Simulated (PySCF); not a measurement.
## UHF on In⁻ (indium, charge -1)

Configuration: [Kr] 4d10 5s2 5p2, high-spin 3P determinant. Computed with PySCF 2.14 in def2-TZVPPD with the def2 core potential (28 electrons), with scalar relativity through the core potential.

- Total energy: -189.209912 hartree
- One-electron energy: -339.0406 hartree
- Hartree (Coulomb) energy: 165.7685 hartree
- Exchange energy: -15.9377 hartree
- ⟨S²⟩: 2.0165
- ⟨L²⟩: 2.035
- Sum of ⟨r⟩: 33.72 bohr
- Sum of ⟨r²⟩: 89.12 bohr²
- Traceless quadrupole moment −½Σ⟨3z² − r²⟩ along its main axis: 9.42 e·bohr²

```json
{"shell": "4s α", "electrons": "1", "mean orbital energy (eV)": "-140.68", "spread (eV)": "0", "rms radius, mean of both spins (bohr)": "0.912"}
{"shell": "4s β", "electrons": "1", "mean orbital energy (eV)": "-140.67", "spread (eV)": "0", "rms radius, mean of both spins (bohr)": "0.912"}
{"shell": "4p α", "electrons": "3", "mean orbital energy (eV)": "-93.148", "spread (eV)": "0.082", "rms radius, mean of both spins (bohr)": "0.995"}
{"shell": "4p β", "electrons": "3", "mean orbital energy (eV)": "-93.133", "spread (eV)": "0.223", "rms radius, mean of both spins (bohr)": "0.995"}
{"shell": "4d α", "electrons": "5", "mean orbital energy (eV)": "-21.961", "spread (eV)": "0.193", "rms radius, mean of both spins (bohr)": "1.27"}
{"shell": "4d β", "electrons": "5", "mean orbital energy (eV)": "-21.918", "spread (eV)": "0.278", "rms radius, mean of both spins (bohr)": "1.27"}
{"shell": "5s α", "electrons": "1", "mean orbital energy (eV)": "-6.721", "spread (eV)": "0", "rms radius, mean of both spins (bohr)": "3.11"}
{"shell": "5s β", "electrons": "1", "mean orbital energy (eV)": "-4.441", "spread (eV)": "0", "rms radius, mean of both spins (bohr)": "3.11"}
{"shell": "5p α", "electrons": "2", "mean orbital energy (eV)": "-0.405", "spread (eV)": "0", "rms radius, mean of both spins (bohr)": "4.79"}
```

Energies and moments cover only the electrons outside the core potential.
